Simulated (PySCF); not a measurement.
Compound: B₂H₈N₂O.
Numbering: `[OH:1][BH-:2]1[NH2+:3][BH2-:4][NH2+:5]1` (hydrogens: H6 on O1; H7 on B2; H8, H9 on N3; H10, H11 on B4; H12, H13 on N5)

Geometry (PBE0-D3(BJ)/def2-SVP, Å), atoms numbered from 1 in this order:
```xyz
13
B2H8N2O angstrom
O      1.778   -0.263   -0.868
B      0.809   -0.346    0.160
N      0.129    1.082    0.430
B     -1.279    0.427    0.069
N     -0.587   -0.935   -0.387
H      2.589   -0.718   -0.636
H      1.130   -0.890    1.210
H      0.460    1.782   -0.232
H      0.233    1.452    1.370
H     -1.844    0.999   -0.847
H     -1.958    0.264    1.066
H     -0.919   -1.787    0.056
H     -0.556   -1.082   -1.394
```

Level of theory: PBE0-D3(BJ)/def2-SVP geometry optimisation, gas phase (PySCF).

Take the most abundant isotopes and a rigid rotor. The values belong to one conformer with, in the numbering `[OH:1][BH-:2]1[NH2+:3][BH2-:4][NH2+:5]1`, H–O1–B2–N3 134°.

Q: What are A, B and C (MHz)?

A: Ia = 61.49, Ib = 113.74, Ic = 150.11 u·Å²; 505379 MHz·u·Å²/I gives A = 8219, B = 4443, C = 3367 MHz.

Q: Classify the top.

A: An asymmetric top; Ray's κ = -0.556.

Q: Is it planar, by Δ = Ic − Ia − Ib?

A: Not planar: Δ = Ic − Ia − Ib = -25.12 u·Å². For a rigid frame Δ = −2 Σ m c², so Σ m c² = 12.56 u·Å² lies off the ab plane: 7.69 from hydrogen and 4.87 from heavier atoms. The atom farthest from that plane is 1.71 Å away.

Q: Predict some low-J microwave lines.

A: The dipole components are |μa| = 1.32 D, |μb| = 0.10 D, |μc| = 0.70 D. Intensities carry the squares of the components, which stand as 1.00 : 0.01 : 0.28 (a : b : c). Some lines, for components of 0.1 D or more:

| type | branch | J(Ka,Kc) | MHz | lower level (cm⁻¹) |
| --- | --- | --- | --- | --- |
| a | Q | 3(1,2) ← 3(1,3) | 6436 | 1.595 |
| c | Q | 2(2,1) ← 2(1,1) | 11328 | 0.979 |
| c | R | 1(1,0) ← 0(0,0) | 12662 | 0.000 |
| a | R | 2(1,2) ← 1(1,1) | 14543 | 0.386 |
| b | Q | 3(2,2) ← 3(1,3) | 16287 | 1.595 |
| b | R | 2(1,2) ← 1(0,1) | 18319 | 0.261 |
| b | Q | 3(3,0) ← 3(2,1) | 20755 | 2.171 |
| a | R | 3(0,3) ← 2(0,2) | 22674 | 0.775 |
| c | R | 3(1,2) ← 2(0,2) | 31034 | 0.775 |
| b | R | 3(2,2) ← 2(1,1) | 34757 | 0.979 |
| c | R | 3(2,1) ← 2(1,1) | 35712 | 0.979 |
| b | R | 3(3,1) ← 2(2,0) | 44916 | 1.364 |
| b | R | 3(3,0) ← 2(2,1) | 45139 | 1.357 |

PBE0-D3(BJ)/def2-SVP frequencies: not computed here. These are rigid-rotor constants of the computed structure; measured ground-state constants (B0) also hold zero-point vibration. Quadrupole hyperfine structure (11B, 14N) is left out.
